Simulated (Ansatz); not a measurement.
A short molecular-dynamics run on `[NH2][In]([SH])[Br]`.

```yaml
crystal:
  periodic: [false, false, false]
  atoms:
    - {symbol: N, position_ang: [-1.001274, 1.412668, 0.109903]}
    - {symbol: In, position_ang: [0.124469, -0.223671, -0.169787]}
    - {symbol: S, position_ang: [1.947002, -0.880521, 1.189280]}
    - {symbol: Br, position_ang: [-0.295891, -1.531484, -2.219937]}
    - {symbol: H, position_ang: [-1.116962, 1.731456, 1.061310]}
    - {symbol: H, position_ang: [-1.897844, 1.408001, -0.355818]}
    - {symbol: H, position_ang: [2.240490, -1.916440, 0.385060]}
basis:
  gaussian: {orbitals: def2-SVP}
hamiltonian: {xc: {name: BLYP}, dispersion: d3bj}
md: {timestep: 1 fs, n_steps: 50, ensemble: nve, temperature: 700, initial_velocities: maxwell_boltzmann, seed: 707}
```

```sh
$ ansatz run in.yaml --threads 4 --pin off --events-out ev --progress --plain --max-ram 10444MiB
```

```tsv
step	time (fs)	potential energy (eV)	kinetic (eV)	T (K)	conserved (eV)
0	0.0	-87582.8381	0.4524	700	-87582.3857
1	1.0	-87582.8068	0.4247	657	-87582.3821
2	2.0	-87582.7844	0.4041	625	-87582.3803
3	3.0	-87582.7972	0.4146	642	-87582.3826
4	4.0	-87582.8137	0.4290	664	-87582.3847
5	5.0	-87582.8020	0.4178	646	-87582.3842
6	6.0	-87582.7674	0.3849	596	-87582.3825
7	7.0	-87582.7338	0.3522	545	-87582.3816
8	8.0	-87582.7158	0.3339	517	-87582.3818
9	9.0	-87582.7100	0.3275	507	-87582.3825
10	10.0	-87582.7082	0.3260	504	-87582.3822
11	11.0	-87582.7159	0.3339	517	-87582.3820
12	12.0	-87582.7325	0.3480	539	-87582.3844
13	13.0	-87582.7251	0.3396	526	-87582.3855
14	14.0	-87582.6803	0.2977	461	-87582.3825
15	15.0	-87582.6398	0.2603	403	-87582.3794
16	16.0	-87582.6477	0.2675	414	-87582.3802
17	17.0	-87582.6936	0.3101	480	-87582.3835
18	18.0	-87582.7291	0.3435	531	-87582.3856
19	19.0	-87582.7219	0.3374	522	-87582.3845
20	20.0	-87582.6897	0.3086	478	-87582.3811
21	21.0	-87582.6808	0.3004	465	-87582.3804
22	22.0	-87582.7060	0.3234	500	-87582.3827
23	23.0	-87582.7346	0.3509	543	-87582.3837
24	24.0	-87582.7485	0.3650	565	-87582.3835
25	25.0	-87582.7491	0.3656	566	-87582.3835
26	26.0	-87582.7378	0.3544	548	-87582.3834
27	27.0	-87582.7172	0.3346	518	-87582.3826
28	28.0	-87582.6987	0.3167	490	-87582.3820
29	29.0	-87582.6923	0.3103	480	-87582.3820
30	30.0	-87582.6998	0.3177	492	-87582.3822
31	31.0	-87582.7171	0.3335	516	-87582.3836
32	32.0	-87582.7222	0.3372	522	-87582.3850
33	33.0	-87582.6943	0.3104	480	-87582.3839
34	34.0	-87582.6474	0.2659	411	-87582.3815
35	35.0	-87582.6166	0.2364	366	-87582.3802
36	36.0	-87582.6219	0.2408	373	-87582.3810
37	37.0	-87582.6505	0.2668	413	-87582.3836
38	38.0	-87582.6632	0.2773	429	-87582.3859
39	39.0	-87582.6302	0.2459	380	-87582.3843
40	40.0	-87582.5790	0.1990	308	-87582.3800
41	41.0	-87582.5724	0.1929	299	-87582.3795
42	42.0	-87582.6176	0.2344	363	-87582.3832
43	43.0	-87582.6611	0.2756	426	-87582.3855
44	44.0	-87582.6672	0.2826	437	-87582.3846
45	45.0	-87582.6459	0.2632	407	-87582.3827
46	46.0	-87582.6243	0.2424	375	-87582.3819
47	47.0	-87582.6143	0.2317	358	-87582.3826
48	48.0	-87582.6059	0.2226	344	-87582.3833
49	49.0	-87582.5912	0.2092	324	-87582.3821
50	50.0	-87582.5882	0.2072	321	-87582.3811
```

Velocities are drawn at the set temperature; a run this short doesn't reach equilibrium.

Frames (Å, forces in eV/Å):

```xyz
7
time=0.0 fs
N    -1.001    1.413    0.110    0.223    0.517   -0.219
In    0.124   -0.224   -0.170   -0.041   -0.132    0.040
S     1.947   -0.881    1.189    0.549    0.179    0.788
Br   -0.296   -1.531   -2.220   -0.125   -0.404   -0.656
H    -1.117    1.731    1.061   -0.088    0.236    0.676
H    -1.898    1.408   -0.356   -0.634    0.004   -0.327
H     2.240   -1.916    0.385    0.117   -0.401   -0.303
7
time=2.0 fs
N    -1.019    1.426    0.101   -0.436    0.107   -1.268
In    0.128   -0.224   -0.166   -0.379    0.125   -0.017
S     1.947   -0.887    1.187    0.252    1.131    1.653
Br   -0.298   -1.533   -2.223   -0.112   -0.346   -0.588
H    -1.170    1.772    1.023    0.015    0.424    1.429
H    -1.941    1.434   -0.363    0.250   -0.156   -0.108
H     2.323   -1.864    0.412    0.410   -1.285   -1.101
7
time=4.0 fs
N    -1.038    1.440    0.089   -0.996    0.586    0.052
In    0.131   -0.224   -0.162   -0.675    0.335   -0.084
S     1.947   -0.892    1.186    0.531    0.496    1.276
Br   -0.300   -1.534   -2.226   -0.101   -0.292   -0.526
H    -1.222    1.826    1.032    0.386   -0.260   -0.107
H    -1.976    1.454   -0.374    0.726   -0.275    0.040
H     2.421   -1.856    0.401    0.129   -0.590   -0.651
7
time=6.0 fs
N    -1.059    1.456    0.078   -0.559    0.788    1.164
In    0.135   -0.224   -0.158   -0.937    0.555   -0.160
S     1.948   -0.896    1.187    1.191   -0.612    0.447
Br   -0.301   -1.535   -2.230   -0.090   -0.240   -0.462
H    -1.260    1.871    1.040    0.606   -0.733   -1.078
H    -1.985    1.464   -0.384    0.325   -0.317   -0.154
H     2.522   -1.870    0.365   -0.535    0.558    0.242
7
time=8.0 fs
N    -1.082    1.473    0.069    0.525    0.225    0.843
In    0.137   -0.224   -0.154   -1.159    0.793   -0.239
S     1.950   -0.901    1.188    1.588   -1.089    0.058
Br   -0.303   -1.537   -2.233   -0.079   -0.189   -0.391
H    -1.275    1.890    1.010    0.442   -0.486   -0.485
H    -1.983    1.462   -0.401   -0.369   -0.311   -0.455
H     2.603   -1.865    0.338   -0.949    1.057    0.669
7
time=10.0 fs
N    -1.103    1.491    0.062    1.055   -0.869   -1.024
In    0.140   -0.224   -0.150   -1.315    0.994   -0.304
S     1.955   -0.908    1.190    1.538   -0.914    0.183
Br   -0.305   -1.538   -2.237   -0.065   -0.141   -0.318
H    -1.274    1.891    0.964   -0.018    0.279    1.170
H    -1.992    1.448   -0.434   -0.262   -0.244   -0.258
H     2.649   -1.820    0.334   -0.932    0.895    0.551
7
time=12.0 fs
N    -1.122    1.507    0.053    0.810   -1.232   -1.611
In    0.142   -0.223   -0.146   -1.396    1.116   -0.339
S     1.961   -0.915    1.192    0.943   -0.156    0.864
Br   -0.307   -1.540   -2.241   -0.049   -0.098   -0.249
H    -1.274    1.901    0.959   -0.240    0.307    1.154
H    -2.011    1.425   -0.475    0.320   -0.081    0.338
H     2.660   -1.743    0.351   -0.387    0.143   -0.156
7
time=14.0 fs
N    -1.138    1.519    0.040    0.770   -0.701   -0.084
In    0.143   -0.222   -0.143   -1.423    1.172   -0.348
S     1.968   -0.923    1.194    0.007    0.800    1.865
Br   -0.309   -1.541   -2.245   -0.030   -0.059   -0.184
H    -1.281    1.921    0.993   -0.166   -0.449   -0.654
H    -2.018    1.399   -0.505    0.352    0.047    0.618
H     2.658   -1.661    0.360    0.490   -0.810   -1.211
7
time=16.0 fs
N    -1.152    1.530    0.026    1.341   -0.476    0.840
In    0.145   -0.220   -0.139   -1.420    1.198   -0.348
S     1.975   -0.929    1.199   -0.143    0.793    1.872
Br   -0.311   -1.543   -2.250   -0.010   -0.019   -0.118
H    -1.295    1.925    1.005   -0.151   -0.717   -1.353
H    -2.014    1.374   -0.512   -0.199    0.028    0.397
H     2.673   -1.607    0.326    0.582   -0.806   -1.290
7
time=18.0 fs
N    -1.163    1.539    0.014    1.827   -0.853    0.076
In    0.145   -0.218   -0.136   -1.394    1.194   -0.346
S     1.982   -0.935    1.207    0.630   -0.047    0.630
Br   -0.313   -1.545   -2.254    0.012    0.022   -0.047
H    -1.316    1.904    0.970   -0.253   -0.285   -0.287
H    -2.017    1.350   -0.504   -0.576   -0.060    0.106
H     2.707   -1.582    0.245   -0.247    0.029   -0.132
7
time=20.0 fs
N    -1.168    1.546    0.002    1.596   -1.469   -1.676
In    0.145   -0.216   -0.133   -1.340    1.136   -0.328
S     1.990   -0.941    1.215    1.171   -0.569   -0.461
Br   -0.315   -1.547   -2.258    0.035    0.063    0.022
H    -1.346    1.872    0.926   -0.411    0.330    1.444
H    -2.040    1.324   -0.491   -0.201   -0.044    0.139
H     2.733   -1.557    0.159   -0.849    0.553    0.860
7
time=22.0 fs
N    -1.169    1.549   -0.013    0.691   -1.169   -1.019
In    0.145   -0.213   -0.129   -1.253    1.009   -0.290
S     1.999   -0.948    1.222    1.170   -0.595   -0.893
Br   -0.317   -1.548   -2.263    0.060    0.097    0.084
H    -1.391    1.850    0.930   -0.095    0.055    0.732
H    -2.070    1.296   -0.473    0.344    0.014    0.208
H     2.727   -1.512    0.104   -0.918    0.589    1.177
7
time=24.0 fs
N    -1.169    1.548   -0.032   -0.132   -0.549    0.820
In    0.144   -0.210   -0.126   -1.137    0.848   -0.239
S     2.010   -0.955    1.228    0.691   -0.261   -0.603
Br   -0.319   -1.550   -2.267    0.087    0.125    0.141
H    -1.438    1.830    0.960    0.522   -0.412   -0.921
H    -2.088    1.269   -0.447    0.476   -0.015    0.039
H     2.687   -1.445    0.093   -0.508    0.265    0.763
7
time=26.0 fs
N    -1.168    1.546   -0.048   -0.245   -0.374    1.454
In    0.143   -0.207   -0.123   -1.011    0.706   -0.196
S     2.021   -0.962    1.234   -0.184    0.301    0.470
Br   -0.321   -1.552   -2.271    0.111    0.153    0.202
H    -1.467    1.795    0.959    0.813   -0.363   -1.171
H    -2.089    1.241   -0.421    0.214   -0.134   -0.318
H     2.629   -1.369    0.108    0.302   -0.290   -0.441
7
time=28.0 fs
N    -1.168    1.543   -0.061    0.118   -0.653    0.524
In    0.142   -0.204   -0.120   -0.878    0.585   -0.178
S     2.032   -0.969    1.240   -0.825    0.635    1.347
Br   -0.323   -1.553   -2.275    0.133    0.180    0.264
H    -1.465    1.748    0.917    0.594    0.078    0.096
H    -2.082    1.208   -0.406   -0.028   -0.208   -0.612
H     2.582   -1.303    0.107    0.887   -0.616   -1.442
7
time=30.0 fs
N    -1.168    1.539   -0.072    0.346   -1.074   -1.004
In    0.140   -0.200   -0.118   -0.712    0.443   -0.183
S     2.043   -0.976    1.248   -0.559    0.413    0.452
Br   -0.325   -1.554   -2.279    0.148    0.203    0.319
H    -1.442    1.703    0.879    0.113    0.466    1.631
H    -2.075    1.167   -0.414    0.102   -0.070   -0.563
H     2.567   -1.259    0.056    0.562   -0.380   -0.652
7
time=32.0 fs
N    -1.167    1.531   -0.086   -0.005   -1.020   -0.343
In    0.138   -0.196   -0.115   -0.495    0.252   -0.196
S     2.052   -0.982    1.257   -0.068    0.139   -1.058
Br   -0.327   -1.556   -2.283    0.157    0.220    0.362
H    -1.412    1.675    0.897    0.095    0.307    0.673
H    -2.063    1.125   -0.443    0.316    0.181   -0.212
H     2.572   -1.230   -0.019   -0.001   -0.079    0.773
7
time=34.0 fs
N    -1.166    1.520   -0.100   -0.082   -0.692    1.172
In    0.136   -0.192   -0.112   -0.254    0.039   -0.211
S     2.062   -0.988    1.264    0.094    0.079   -1.830
Br   -0.329   -1.557   -2.287    0.162    0.235    0.400
H    -1.380    1.658    0.938    0.126    0.025   -1.106
H    -2.041    1.088   -0.480    0.195    0.298    0.099
H     2.579   -1.204   -0.066   -0.242    0.015    1.475
7
time=36.0 fs
N    -1.165    1.508   -0.112    0.401   -0.445    1.463
In    0.134   -0.188   -0.109   -0.021   -0.167   -0.240
S     2.071   -0.993    1.269   -0.073    0.172   -1.737
Br   -0.330   -1.558   -2.290    0.168    0.253    0.440
H    -1.343    1.643    0.942   -0.123   -0.013   -1.436
H    -2.011    1.063   -0.514   -0.201    0.243    0.188
H     2.577   -1.178   -0.059   -0.151   -0.044    1.323
7
time=38.0 fs
N    -1.163    1.494   -0.120    0.908   -0.487    0.128
In    0.131   -0.184   -0.107    0.197   -0.375   -0.284
S     2.081   -0.999    1.271   -0.567    0.365   -0.741
Br   -0.332   -1.559   -2.294    0.176    0.274    0.484
H    -1.311    1.628    0.894   -0.523    0.227   -0.038
H    -1.989    1.047   -0.541   -0.460    0.200    0.174
H     2.570   -1.154   -0.003    0.270   -0.204    0.277
7
time=40.0 fs
N    -1.159    1.479   -0.127    0.981   -0.689   -1.569
In    0.129   -0.180   -0.104    0.405   -0.607   -0.319
S     2.090   -1.004    1.273   -1.255    0.579    0.761
Br   -0.333   -1.560   -2.297    0.184    0.295    0.524
H    -1.299    1.622    0.846   -0.819    0.533    1.649
H    -1.984    1.039   -0.561   -0.374    0.268    0.215
H     2.573   -1.138    0.061    0.878   -0.378   -1.260
7
time=42.0 fs
N    -1.152    1.462   -0.138    0.411   -0.332   -0.399
In    0.127   -0.177   -0.102    0.610   -0.883   -0.319
S     2.097   -1.008    1.276   -1.397    0.615    0.899
Br   -0.334   -1.561   -2.300    0.191    0.313    0.551
H    -1.317    1.635    0.853   -0.573    0.346    0.433
H    -1.993    1.041   -0.572   -0.170    0.307    0.253
H     2.609   -1.136    0.082    0.929   -0.366   -1.419
7
time=44.0 fs
N    -1.144    1.445   -0.151   -0.405    0.358    1.391
In    0.125   -0.173   -0.100    0.812   -1.183   -0.301
S     2.103   -1.012    1.280   -0.775    0.467   -0.555
Br   -0.336   -1.561   -2.302    0.197    0.330    0.572
H    -1.356    1.661    0.876   -0.039   -0.055   -1.315
H    -2.008    1.055   -0.575   -0.001    0.249    0.179
H     2.679   -1.148    0.052    0.211   -0.166    0.029
7
time=46.0 fs
N    -1.137    1.428   -0.159   -0.988    0.787    1.647
In    0.124   -0.171   -0.098    0.990   -1.457   -0.299
S     2.107   -1.015    1.283   -0.192    0.337   -1.664
Br   -0.337   -1.562   -2.304    0.202    0.348    0.595
H    -1.397    1.685    0.853    0.322   -0.144   -1.384
H    -2.024    1.078   -0.571    0.126    0.118   -0.037
H     2.757   -1.166    0.022   -0.460    0.011    1.143
7
time=48.0 fs
N    -1.132    1.413   -0.164   -1.052    0.707    0.366
In    0.122   -0.168   -0.096    1.121   -1.659   -0.319
S     2.112   -1.017    1.285   -0.001    0.298   -1.874
Br   -0.338   -1.562   -2.306    0.208    0.367    0.622
H    -1.427    1.705    0.781    0.266    0.264    0.187
H    -2.034    1.105   -0.568    0.184   -0.067   -0.347
H     2.818   -1.183    0.033   -0.727    0.091    1.364
7
time=50.0 fs
N    -1.131    1.400   -0.167   -0.844    0.438   -0.941
In    0.122   -0.166   -0.094    1.214   -1.790   -0.338
S     2.116   -1.019    1.284   -0.276    0.365   -1.254
Br   -0.339   -1.562   -2.308    0.211    0.384    0.647
H    -1.447    1.736    0.716    0.020    0.781    1.682
H    -2.038    1.130   -0.579    0.191   -0.233   -0.561
H     2.853   -1.198    0.095   -0.516    0.056    0.765
```

It took 48 s on 4 threads of an Arm Neoverse V2 on a shared host, with 0.14 GiB of host memory at the peak.
